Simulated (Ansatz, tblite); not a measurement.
Removing and adding an electron: `Sc1ccc(-c2ccc(-c3ccc(-c4ccc(-c5ccc(-c6ccc(S)nc6)nc5)nc4)nc3)nc2)nc1`. Charge 0, multiplicity 1. Geometry: PBE-D4/def2-SVP. Ansatz, gas phase; energy differences of separate SCF runs; the oxidised species was run as a doublet alone; the reduced species was run as a doublet alone.

```xyz
58

S     2.1492  -12.3725    5.4551
C     1.8514  -10.7033    4.9557
C     1.5015   -9.6553    5.8296
C     1.2902   -8.3763    5.3113
C     1.4290   -8.1502    3.9227
C     1.2173   -6.8247    3.2982
C     1.3942   -6.6558    1.9077
C     1.1871   -5.4064    1.3275
C     0.7985   -4.3167    2.1422
C     0.5505   -2.9601    1.6040
C     0.1725   -1.9090    2.4678
C    -0.0676   -0.6381    1.9509
C     0.0678   -0.4156    0.5596
C    -0.1804    0.9023   -0.0657
C    -0.6785    2.0212    0.6343
C    -0.8861    3.2262   -0.0374
C    -0.5950    3.3107   -1.4189
C    -0.7928    4.5491   -2.2047
C    -0.4139    4.5956   -3.5644
C    -0.6028    5.7644   -4.2976
C    -1.1744    6.8972   -3.6694
C    -1.4026    8.1745   -4.3806
C    -1.0117    8.4066   -5.7197
C    -1.2655    9.6391   -6.3182
C    -1.9175   10.6317   -5.5496
S    -2.2538   12.2082   -6.2890
N    -2.2973   10.4373   -4.2769
C    -2.0443    9.2482   -3.7185
N    -1.5462    6.8537   -2.3687
C    -1.3624    5.7314   -1.6754
N    -0.1121    2.2410   -2.0949
C     0.0825    1.0948   -1.4457
N     0.4383   -1.4180   -0.2708
C     0.6678   -2.6295    0.2326
N     0.6306   -4.4733    3.4756
C     0.8319   -5.6716    4.0219
N     1.7685   -9.1621    3.0910
C     1.9706  -10.3813    3.5812
H     1.9182  -12.1744    6.7821
H     1.3947   -9.8360    6.9104
H     1.0188   -7.5596    5.9945
H     1.6944   -7.5299    1.3123
H     1.3266   -5.2813    0.2447
H     0.0789   -2.1296    3.5409
H    -0.3539    0.1786    2.6286
H    -0.9138    1.9592    1.7072
H    -1.2722    4.0950    0.5136
H     0.0224    3.6901   -4.0103
H    -0.3100    5.7928   -5.3566
H    -0.5004    7.6267   -6.3036
H    -0.9651    9.8355   -7.3581
H    -2.8352   12.6970   -5.1565
H    -2.3583    9.1033   -2.6714
H    -1.6961    5.7682   -0.6230
H     0.4738    0.2405   -2.0229
H     0.9644   -3.3971   -0.5042
H     0.6732   -5.7237    5.1139
H     2.2453  -11.1691    2.8554
```

The xTB rows come from tblite. Single mean-field runs in def2-SVP are fitted with def2-universal-jkfit.

```tsv
level	−HOMO (eV)	vertical IE (eV)	−LUMO (eV)	vertical EA (eV)	HOMO–LUMO gap (eV)	IE − EA (eV)
PBE-D4/def2-SVP	5.18	6.49	3.08	1.81	2.10	4.68
PBE0-D4/def2-SVP	6.04	6.97	2.47	1.59	3.57	5.38
```

Estimate the rows for GFN1-xTB, GFN2-xTB.


```tsv
level	−HOMO (eV)	vertical IE (eV)	−LUMO (eV)	vertical EA (eV)	HOMO–LUMO gap (eV)	IE − EA (eV)
GFN1-xTB	10.92	12.19	8.86	7.48	2.06	4.72
GFN2-xTB	10.00	11.36	8.21	6.86	1.79	4.50
```

   Raw xTB energy differences between charge states are shifted by several eV; the methods need an empirical correction for them. Sets without diffuse functions give affinities that are too small.
